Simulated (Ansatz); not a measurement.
Reaction (ligand exchange at the Al–C bond): `[CH3][Al]([F])[CH2]F` + `N[SiH3]` → `[CH3][Al]([F])[NH][SiH3]` + `CF`

Isolated molecules relaxed with PBE0-D4/def2-TZVP in Ansatz; ΔE leaves out vibrations. CBS: MP2 limit from def2 TZ/QZ plus the TZ coupled-cluster correction, frozen cores. This one scheme is used for every species. DFT in def2-TZVPP. B3LYP here is the variant with VWN-RPA as its local correlation; programs differ in this. Each species was taken in one conformer, which may not be the lowest.

| level | ΔE (kcal/mol) | difference from CCSD(T)/CBS |
| --- | --- | --- |
| PBE-D4 | -28.3 | 3.2 |
| r2SCAN-D4 | -30.7 | 0.8 |
| PBE0-D4 | -29.7 | 1.8 |
| B3LYP-D4 | -30.4 | 1.1 |
| ωB97X-V | -30.0 | 1.5 |
| ωB97M-V | -29.9 | 1.6 |
| B2PLYP | -30.8 | 0.7 |
| PBE | -27.5 | 4.0 |
| r2SCAN | -30.5 | 1.0 |
| PBE0 | -29.0 | 2.5 |
| B3LYP | -29.3 | 2.2 |
| HF/def2-TZVPP | -32.7 | -1.2 |
| MP2/def2-TZVPP | -32.9 | -1.4 |
| SCS-MP2/def2-TZVPP | -32.7 | -1.2 |
| CCSD/def2-TZVPP | -32.0 | -0.5 |
| CCSD(T)/def2-TZVPP | -32.0 | -0.5 |
| HF/def2-QZVPP | -32.9 | -1.4 |
| MP2/def2-QZVPP | -32.7 | -1.2 |
| SCS-MP2/def2-QZVPP | -32.5 | -1.0 |
| HF/CBS(def2) | -32.9 | -1.4 |
| MP2/CBS(def2) | -32.4 | -0.9 |
| CCSD/CBS(def2) | -31.5 | 0.0 |
| CCSD(T)/CBS | -31.5 | 0 |

Largest T1 diagnostic among the species: 0.012.

The D4 term adds −1.2 kcal/mol with B3LYP and −0.7 kcal/mol with PBE0; it sums over pairs of atoms, weighted by their polarisabilities, and B3LYP, whose exchange is more repulsive, gets the larger term. From PBE to PBE0 (25 % exact exchange), in def2-TZVPP and without D4, ΔE moves by −1.5 kcal/mol.
